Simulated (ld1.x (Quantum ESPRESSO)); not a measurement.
## PBE TM dataset for dysprosium (Dy), fully relativistic all-electron reference.

Input for ld1.x (Quantum ESPRESSO) 7.5:

```
&input
   title='Dy', zed=66., rel=2, dft='PBE', iswitch=3,
   config='[Xe] 4f10 5d0 6s2 6p0', rel_dist='average',
   nld=7, rlderiv=4.55, eminld=-2.0, emaxld=5.0, deld=0.02
 /
 &inputp
   pseudotype=2, tm=.true., lloc=2,
   nlcc=.true., new_core_ps=.true.,
   file_pseudopw='Dy.UPF', file_wfcaegen='ae.wfc', file_wfcncgen='nc.wfc', file_beta='beta', file_chi='chi'
 /
4
6S  1  0   2.00   0.00  2.95  2.95  0.0
6P  2  1   0.00   0.00  4.20  4.20  0.0
4F  4  3  10.00   0.00  1.00  1.00  0.0
5D  3  2   0.00   0.00  3.65  3.65  0.0
 &test
   configts(1)='4f10 5d0 6s2 6p0'
 /
```

Command:

```bash
ld1.x < Dy.in > Dy.out
```

Resulting log (shortened: banner, matrices, multipoles, cross overlaps and the repeated all-electron block are left out):

```
Program LD1 v.7.5
 classical turning point too close to mesh           4           3           3
 classical turning point too close to mesh           4           3          -4
 classical turning point too close to mesh           5           2           2
 classical turning point too close to mesh           5           2          -3
     --------------------------- All-electron run ----------------------------

     Dy
     dirac relativistic calculation

     atomic number is 66.00
     dft =PBE   lsd =0 sic =0 latt =0  beta=0.20 tr2=1.0E-14
     Exchange-correlation= PBE
                           (   1   4   3   4   0   0   0)
     mesh =1265 r(mesh) = 100.51885 a.u. xmin = -7.00 dx = 0.01250
     1 Ry =  13.60569312 eV, c = 137.03599908

     n l j   nl                  e(Ry)          e(Ha)          e(eV)
     Spin orbit split results
     1 0 0.5 1S 1( 2.00)     -3939.7314     -1969.8657    -53602.7762
     2 0 0.5 2S 1( 2.00)      -655.6950      -327.8475     -8921.1846
     2 1 0.5 2P 1( 2.00)      -623.5430      -311.7715     -8483.7342
     2 1 1.5 2P 1( 4.00)      -564.7247      -282.3623     -7683.4708
     3 0 0.5 3S 1( 2.00)      -145.9480       -72.9740     -1985.7235
     3 1 0.5 3P 1( 2.00)      -131.9368       -65.9684     -1795.0913
     3 1 1.5 3P 1( 4.00)      -119.7215       -59.8607     -1628.8936
     4 0 0.5 4S 1( 2.00)       -28.8671       -14.4335      -392.7566
     4 1 0.5 4P 1( 2.00)       -23.3420       -11.6710      -317.5838
     4 1 1.5 4P 1( 4.00)       -20.6124       -10.3062      -280.4463
     3 2 1.5 3D 1( 4.00)       -95.6672       -47.8336     -1301.6187
     3 2 2.5 3D 1( 6.00)       -93.0001       -46.5001     -1265.3310
     5 0 0.5 5S 1( 2.00)        -3.5892        -1.7946       -48.8331
     5 1 0.5 5P 1( 2.00)        -2.1068        -1.0534       -28.6649
     5 1 1.5 5P 1( 4.00)        -1.7631        -0.8815       -23.9876
     4 2 1.5 4D 1( 4.00)       -11.5221        -5.7611      -156.7662
     4 2 2.5 4D 1( 6.00)       -11.0279        -5.5139      -150.0421
     4 3 2.5 4F 1( 4.29)        -0.2645        -0.1323        -3.5988
     4 3 3.5 4F 1( 5.71)        -0.2001        -0.1000        -2.7218
     5 2 1.5 5D 1( 0.00)        -0.0948        -0.0474        -1.2895
     5 2 2.5 5D 1( 0.00)        -0.0810        -0.0405        -1.1027
     6 0 0.5 6S 1( 2.00)        -0.2754        -0.1377        -3.7476
     6 1 0.5 6P 1( 0.00)        -0.0966        -0.0483        -1.3140
     6 1 1.5 6P 1( 0.00)        -0.0808        -0.0404        -1.0998
     Averaged results
     1 0     1S 1( 2.00)     -3939.7314     -1969.8657    -53602.7762
     2 0     2S 1( 2.00)      -655.6950      -327.8475     -8921.1846
     2 1     2P 1( 6.00)      -584.3308      -292.1654     -7950.2253
     3 0     3S 1( 2.00)      -145.9480       -72.9740     -1985.7235
     3 1     3P 1( 6.00)      -123.7932       -61.8966     -1684.2928
     4 0     4S 1( 2.00)       -28.8671       -14.4335      -392.7566
     4 1     4P 1( 6.00)       -21.5223       -10.7611      -292.8255
     3 2     3D 1(10.00)       -94.0670       -47.0335     -1279.8461
     5 0     5S 1( 2.00)        -3.5892        -1.7946       -48.8331
     5 1     5P 1( 6.00)        -1.8776        -0.9388       -25.5467
     4 2     4D 1(10.00)       -11.2256        -5.6128      -152.7318
     4 3     4F 1(10.00)        -0.2277        -0.1138        -3.0977
     5 2     5D 1( 0.00)        -0.0865        -0.0433        -1.1774
     6 0     6S 1( 2.00)        -0.2754        -0.1377        -3.7476
     6 1     6P 1( 0.00)        -0.0861        -0.0430        -1.1712

     final scf error:  6.9E-15 reached in  32 iterations

     Etot =  -24336.467778 Ry,  -12168.233889 Ha, -331114.512282 eV

     Ekin =   26700.351667 Ry,   13350.175833 Ha,  363276.791052 eV
     Encl =  -60014.358397 Ry,  -30007.179198 Ha, -816536.943322 eV
     Eh   =    9506.446417 Ry,    4753.223208 Ha,  129341.792639 eV
     Exc  =    -528.907464 Ry,    -264.453732 Ha,   -7196.152651 eV

     normalization and overlap integrals

     s(1S/1S) =  1.000000  <r> =   0.0211  <r2> =    0.0006  r(max) =   0.0134
     s(2S/2S) =  1.000000  <r> =   0.0892  <r2> =    0.0095  r(max) =   0.0760
     s(2P/2P) =  1.000000  <r> =   0.0744  <r2> =    0.0068  r(max) =   0.0577
     s(2P/2P) =  1.000000  <r> =   0.0814  <r2> =    0.0081  r(max) =   0.0638
     s(3S/3S) =  1.000000  <r> =   0.2341  <r2> =    0.0628  r(max) =   0.2145
     s(3P/3P) =  1.000000  <r> =   0.2238  <r2> =    0.0583  r(max) =   0.2040
     s(3P/3P) =  1.000000  <r> =   0.2371  <r2> =    0.0652  r(max) =   0.2145
     s(4S/4S) =  1.000000  <r> =   0.5298  <r2> =    0.3171  r(max) =   0.4955
     s(4P/4P) =  1.000000  <r> =   0.5404  <r2> =    0.3326  r(max) =   0.4955
     s(4P/4P) =  1.000000  <r> =   0.5709  <r2> =    0.3710  r(max) =   0.5275
     s(3D/3D) =  1.000000  <r> =   0.2096  <r2> =    0.0517  r(max) =   0.1712
     s(3D/3D) =  1.000000  <r> =   0.2138  <r2> =    0.0536  r(max) =   0.1734
     s(5S/5S) =  1.000000  <r> =   1.3021  <r2> =    1.9112  r(max) =   1.1593
     s(5P/5P) =  1.000000  <r> =   1.4731  <r2> =    2.4739  r(max) =   1.2653
     s(5P/5P) =  1.000000  <r> =   1.5815  <r2> =    2.8562  r(max) =   1.3470
     s(4D/4D) =  1.000000  <r> =   0.6035  <r2> =    0.4231  r(max) =   0.5275
     s(4D/4D) =  1.000000  <r> =   0.6144  <r2> =    0.4384  r(max) =   0.5408
     s(4F/4F) =  1.000000  <r> =   0.8700  <r2> =    1.0566  r(max) =   0.5341
     s(4F/4F) =  1.000000  <r> =   0.8931  <r2> =    1.1321  r(max) =   0.5408
     s(5D/5D) =  1.000000  <r> =   3.4062  <r2> =   15.0473  r(max) =   2.0603
     s(5D/5D) =  1.000000  <r> =   3.6045  <r2> =   16.9060  r(max) =   2.1659
     s(6S/6S) =  1.000000  <r> =   4.1148  <r2> =   19.3156  r(max) =   3.4828
     s(6P/6P) =  1.000000  <r> =   5.6620  <r2> =   37.1240  r(max) =   4.5853
     s(6P/6P) =  1.000000  <r> =   6.0716  <r2> =   42.6732  r(max) =   4.8810

     ------------------------ End of All-electron run ------------------------

     --------------------- Generating NC pseudopotential ---------------------

      Generating local pot.: lloc=2, j= 1.50, matching radius rcloc =   3.6500

      Generating local pot.: lloc=2, j= 2.50, matching radius rcloc =   3.6500

      Computing core charge for nlcc:

       r > 0.79 : true rho core
      Core charge pseudized with two Bessel functions
      Integrated core pseudo-charge :  33.27

     Fully relativistic calculation: |psi|^2

     Wfc 6S LC norm =  0.99997384 SC norm =  0.00002538 missing  0.00000078

     Wfc 6P LC norm =  0.99998704 SC norm =  0.00001290 missing  0.00000007

     Wfc 6P LC norm =  0.99998858 SC norm =  0.00000987 missing  0.00000155

     Wfc 4F LC norm =  0.99943031 SC norm =  0.00056969 missing  0.00000000

     Wfc 4F LC norm =  0.99944548 SC norm =  0.00055450 missing  0.00000001

      Wfc   6S  rcut= 2.960  Using Troullier-Martins method

      Wfc   6P  rcut= 4.201  Using Troullier-Martins method

      Wfc   6P  rcut= 4.201  Using Troullier-Martins method

      Wfc   4F  rcut= 1.010  Using Troullier-Martins method

      Wfc   4F  rcut= 1.010  Using Troullier-Martins method

     ------------------- End of pseudopotential generation -------------------

 classical turning point too close to mesh           4           3           3
 classical turning point too close to mesh           4           3          -4
 classical turning point too close to mesh           5           2           2
 classical turning point too close to mesh           5           2          -3
     Computing logarithmic derivative in   4.55677

       Warning: n=4, l=3 expected 0 nodes, found 1
       Setting wfc to zero for this iteration
       (This warning will only be printed once per wavefunction)

     Computing logarithmic derivative in   4.55677
     Computing the partial wave expansion
     R is outside the sphere for l=    0 j= 0.50
     R is outside the sphere for l=    1 j= 0.50
     R is outside the sphere for l=    1 j= 1.50
       no projector for channel:   2
       no projector for channel:   2
     R is outside the sphere for l=    3 j= 2.50
     R is outside the sphere for l=    3 j= 3.50

     ---------------------- Testing the pseudopotential ----------------------

     Dy
     dirac relativistic calculation

     atomic number is 66.00   valence charge is 12.00
     dft =PBE   lsd =0 sic =0 latt =0  beta=0.20 tr2=1.0E-14
     mesh =1265 r(mesh) = 100.51885 xmin = -7.00 dx = 0.01250

     n l  j  nl             e AE (Ry)       e PS (Ry)    De AE-PS (Ry)
     4 3 2.5 4F   1( 4.29)       -0.26451       -0.26430       -0.00021
     4 3 3.5 4F   1( 5.71)       -0.20005       -0.20008        0.00003
     3 2 1.5 5D   1( 0.00)       -0.09478       -0.08630       -0.00848  !
     3 2 2.5 5D   1( 0.00)       -0.08104       -0.08630        0.00526  !
     1 0 0.5 6S   1( 2.00)       -0.27545       -0.27545       -0.00000
     2 1 0.5 6P   1( 0.00)       -0.09658       -0.09658       -0.00000
     2 1 1.5 6P   1( 0.00)       -0.08083       -0.08083       -0.00000

     eps = 6.5E-15  iter = 13

     Etot =  -24336.467778 Ry,  -12168.233889 Ha, -331114.512282 eV
     Etotps =  -225.184236 Ry,    -112.592118 Ha,   -3063.787607 eV

     Ekin =     348.004611 Ry,     174.002305 Ha,    4734.843938 eV
     Encl =    -251.134151 Ry,    -125.567075 Ha,   -3416.854188 eV
     Ehrt =     117.759402 Ry,      58.879701 Ha,    1602.198285 eV
     Ecxc =    -141.300935 Ry,     -70.650468 Ha,   -1922.497160 eV
     (Ecc =    -106.336325 Ry,     -53.168162 Ha,   -1446.779401 eV)
     Epseu=    -298.513163 Ry,    -149.256581 Ha,   -4061.478483 eV

     ---------------------- End of pseudopotential test ----------------------
```

Note: ghost state, extra bound levels that the all-electron valence spectrum of the same l lacks: s at -13.4 eV. A true bound ghost makes a file unfit for plane-wave use.

Generation and configuration tests took about 6.1 s on one core of a shared server CPU.

Transferability test of the new file with ld1.x, input:

```
&input
   title='Dy', zed=66., rel=2, dft='PBE', iswitch=2,
   config='[Xe] 4f10 5d0 6s2 6p0', rel_dist='average'
 /
 &test
   file_pseudo='Dy.UPF', nconf=8,
   configts(1)='4f10 5d0 6s2 6p0',
   configts(2)='4f10 5d0 6s1 6p0',
   configts(3)='4f10 5d0 6s0 6p0',
   configts(4)='4f9 5d0 6s0 6p0',
   configts(5)='4f9 5d1 6s1 6p0',
   configts(6)='4f10 5d0 6s1 6p1',
   configts(7)='4f9 5d0 6s2 6p0',
   configts(8)='4f10 5d1 6s0 6p0'
 /
```

```bash
ld1.x < Dy.test.in > Dy.test.out
```

Pseudopotential blocks of its output, shortened (energy terms left out; the distinct warnings before each block abridged to one line each):

```
     Warning: n=4, l=3 expected 0 nodes, found 1
     ---------------------- Testing the pseudopotential ----------------------

     n l  j  nl             e AE (Ry)       e PS (Ry)    De AE-PS (Ry)
     4 3 2.5 4F   1( 4.29)       -0.26451       -0.26430       -0.00021
     4 3 3.5 4F   1( 5.71)       -0.20005       -0.20008        0.00003
     3 2 1.5 5D   1( 0.00)       -0.09478       -0.08630       -0.00848  !
     3 2 2.5 5D   1( 0.00)       -0.08104       -0.08630        0.00526  !
     1 0 0.5 6S   1( 2.00)       -0.27545       -0.27545       -0.00000
     2 1 0.5 6P   1( 0.00)       -0.09658       -0.09658       -0.00000
     2 1 1.5 6P   1( 0.00)       -0.08083       -0.08083        0.00000

     eps = 5.3E-16  iter = 18

     Etot =  -24336.467778 Ry,  -12168.233889 Ha, -331114.512282 eV
     Etotps =  -225.184238 Ry,    -112.592119 Ha,   -3063.787635 eV

     ---------------------- End of pseudopotential test ----------------------

          ---------------------- Testing the pseudopotential ----------------------

     n l  j  nl             e AE (Ry)       e PS (Ry)    De AE-PS (Ry)
     4 3 2.5 4F   1( 4.29)       -0.73650       -0.73681        0.00031
     4 3 3.5 4F   1( 5.71)       -0.67193       -0.67255        0.00062
     3 2 1.5 5D   1( 0.00)       -0.51617       -0.50669       -0.00949  !
     3 2 2.5 5D   1( 0.00)       -0.49684       -0.50669        0.00985  !
     1 0 0.5 6S   1( 1.00)       -0.64998       -0.65165        0.00167
     2 1 0.5 6P   1( 0.00)       -0.41884       -0.42091        0.00208
     2 1 1.5 6P   1( 0.00)       -0.39073       -0.39656        0.00583  !

     eps = 2.0E-15  iter = 12

     Etot =  -24336.009253 Ry,  -12168.004626 Ha, -331108.273729 eV
     Etotps =  -224.725062 Ry,    -112.362531 Ha,   -3057.540228 eV
     dEtot_ae =       0.458525 Ry
     dEtot_ps =       0.459176 Ry,   Delta E=      -0.000651 Ry

     ---------------------- End of pseudopotential test ----------------------

          Warning: n=1, l=0 expected 0 nodes, found 1
     Warning: n=2, l=1 expected 0 nodes, found 1
     ---------------------- Testing the pseudopotential ----------------------

     n l  j  nl             e AE (Ry)       e PS (Ry)    De AE-PS (Ry)
     4 3 2.5 4F   1( 4.29)       -1.28986       -1.29154        0.00168
     4 3 3.5 4F   1( 5.71)       -1.22513       -1.22723        0.00210
     3 2 1.5 5D   1( 0.00)       -1.01059       -1.00337       -0.00722  !
     3 2 2.5 5D   1( 0.00)       -0.98639       -1.00337        0.01698  !
     1 0 0.5 6S   1( 0.00)       -1.06657       -1.06657        0.00000
     2 1 0.5 6P   1( 0.00)       -0.77645       -0.79827        0.02181  !
     2 1 1.5 6P   1( 0.00)       -0.73237       -0.86807        0.13571  !

     eps = 1.0E-16  iter = 12

     Etot =  -24335.151682 Ry,  -12167.575841 Ha, -331096.605889 eV
     Etotps =  -223.864058 Ry,    -111.932029 Ha,   -3045.825677 eV
     dEtot_ae =       1.316096 Ry
     dEtot_ps =       1.320180 Ry,   Delta E=      -0.004084 Ry

     ---------------------- End of pseudopotential test ----------------------

          BEWARE! Errors in PS-KS equations
     ---------------------- Testing the pseudopotential ----------------------

     n l  j  nl             e AE (Ry)       e PS (Ry)    De AE-PS (Ry)
     4 3 2.5 4F   1( 3.86)       -2.58497       -2.81545        0.23048  !
     4 3 3.5 4F   1( 5.14)       -2.51537       -2.74438        0.22902  !
     3 2 1.5 5D   1( 0.00)       -1.84690       -1.87652        0.02963  !
     3 2 2.5 5D   1( 0.00)       -1.81142       -1.87652        0.06511  !
     1 0 0.5 6S   1( 0.00)       -1.69729       -1.69729        0.00000
     2 1 0.5 6P   1( 0.00)       -1.32899       -1.32899        0.00000
     2 1 1.5 6P   1( 0.00)       -1.26269       -1.26269        0.00000

     eps = 7.0E-16  iter =  7

     Etot =  -24333.271724 Ry,  -12166.635862 Ha, -331071.027761 eV
     Etotps =  -221.880930 Ry,    -110.940465 Ha,   -3018.843840 eV
     dEtot_ae =       3.196053 Ry
     dEtot_ps =       3.303308 Ry,   Delta E=      -0.107255 Ry

     ---------------------- End of pseudopotential test ----------------------

          BEWARE! Errors in PS-KS equations
     Warning: n=3, l=2 expected 0 nodes, found 1
     ---------------------- Testing the pseudopotential ----------------------

     n l  j  nl             e AE (Ry)       e PS (Ry)    De AE-PS (Ry)
     4 3 2.5 4F   1( 3.86)       -1.18643       -1.92250        0.73607  !
     4 3 3.5 4F   1( 5.14)       -1.11728       -1.85176        0.73448  !
     3 2 1.5 5D   1( 0.40)       -0.62262       -1.14296        0.52034  !
     3 2 2.5 5D   1( 0.60)       -0.59782       -1.14296        0.54514  !
     1 0 0.5 6S   1( 1.00)       -0.70063       -0.70063        0.00000
     2 1 0.5 6P   1( 0.00)       -0.45007       -0.45007        0.00000
     2 1 1.5 6P   1( 0.00)       -0.41825       -0.41825        0.00000

     eps = 1.4E-15  iter = 29

     Etot =  -24335.648173 Ry,  -12167.824086 Ha, -331103.360988 eV
     Etotps =  -224.083386 Ry,    -112.041693 Ha,   -3048.809788 eV
     dEtot_ae =       0.819605 Ry
     dEtot_ps =       1.100851 Ry,   Delta E=      -0.281246 Ry

     ---------------------- End of pseudopotential test ----------------------

          ---------------------- Testing the pseudopotential ----------------------

     n l  j  nl             e AE (Ry)       e PS (Ry)    De AE-PS (Ry)
     4 3 2.5 4F   1( 4.29)       -0.36856       -0.36970        0.00114
     4 3 3.5 4F   1( 5.71)       -0.30403       -0.30545        0.00142
     3 2 1.5 5D   1( 0.00)       -0.17146       -0.16229       -0.00917  !
     3 2 2.5 5D   1( 0.00)       -0.15528       -0.16229        0.00702  !
     1 0 0.5 6S   1( 1.00)       -0.33389       -0.33384       -0.00005
     2 1 0.5 6P   1( 0.33)       -0.14409       -0.14349       -0.00059
     2 1 1.5 6P   1( 0.67)       -0.12618       -0.12556       -0.00062

     eps = 7.5E-15  iter = 16

     Etot =  -24336.272130 Ry,  -12168.136065 Ha, -331111.850353 eV
     Etotps =  -224.988208 Ry,    -112.494104 Ha,   -3061.120518 eV
     dEtot_ae =       0.195648 Ry
     dEtot_ps =       0.196030 Ry,   Delta E=      -0.000381 Ry

     ---------------------- End of pseudopotential test ----------------------

          BEWARE! Errors in PS-KS equations
     ---------------------- Testing the pseudopotential ----------------------

     n l  j  nl             e AE (Ry)       e PS (Ry)    De AE-PS (Ry)
     4 3 2.5 4F   1( 3.86)       -1.35469       -1.89420        0.53951  !
     4 3 3.5 4F   1( 5.14)       -1.28539       -1.82266        0.53727  !
     3 2 1.5 5D   1( 0.00)       -0.73092       -0.73092        0.00000
     3 2 2.5 5D   1( 0.00)       -0.70317       -0.70317        0.00000
     1 0 0.5 6S   1( 2.00)       -0.76732       -0.76732        0.00000
     2 1 0.5 6P   1( 0.00)       -0.49871       -0.49871        0.00000
     2 1 1.5 6P   1( 0.00)       -0.46237       -0.46237        0.00000

     eps = 1.7E-23  iter =  6

     Etot =  -24335.721764 Ry,  -12167.860882 Ha, -331104.362242 eV
     Etotps =  -124.550821 Ry,     -62.275411 Ha,   -1694.600253 eV
     dEtot_ae =       0.746014 Ry
     dEtot_ps =     100.633416 Ry,   Delta E=     -99.887402 Ry

     ---------------------- End of pseudopotential test ----------------------

          ---------------------- Testing the pseudopotential ----------------------

     n l  j  nl             e AE (Ry)       e PS (Ry)    De AE-PS (Ry)
     4 3 2.5 4F   1( 4.29)       -0.61802       -0.60325       -0.01477  !
     4 3 3.5 4F   1( 5.71)       -0.55357       -0.53915       -0.01442  !
     3 2 1.5 5D   1( 0.40)       -0.43869       -0.42777       -0.01092  !
     3 2 2.5 5D   1( 0.60)       -0.42175       -0.42777        0.00601  !
     1 0 0.5 6S   1( 0.00)       -0.59723       -0.59874        0.00151
     2 1 0.5 6P   1( 0.00)       -0.38022       -0.38236        0.00215
     2 1 1.5 6P   1( 0.00)       -0.35536       -0.35817        0.00281

     eps = 2.9E-15  iter = 12

     Etot =  -24335.851692 Ry,  -12167.925846 Ha, -331106.130010 eV
     Etotps =  -224.566352 Ry,    -112.283176 Ha,   -3055.380865 eV
     dEtot_ae =       0.616086 Ry
     dEtot_ps =       0.617886 Ry,   Delta E=      -0.001801 Ry

     ---------------------- End of pseudopotential test ----------------------
```
